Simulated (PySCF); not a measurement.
Electron correlation in W²⁺ (tungsten, charge +2)

[Xe] 4f14 5d3 6s1, high-spin 5F determinant (an excited configuration). All numbers are calculated (PySCF 2.14, scalar relativity by spin-free X2C-1e, in ANO-RCC-VTZP). Frozen: [Xe] 4f14; 4 electrons correlated.

```csv
level,correlation energy (mhartree)
CCSD,-28.83
(T),-0.22
CCSD(T),-29.05
```

Diagnostics: T1 = 0.0024, D1 = 0.0056, largest double amplitude 0.024.

Is a single reference adequate?

Yes, within this model without spin-orbit coupling: T1 lies below 0.03 and no double amplitude reaches 0.07.
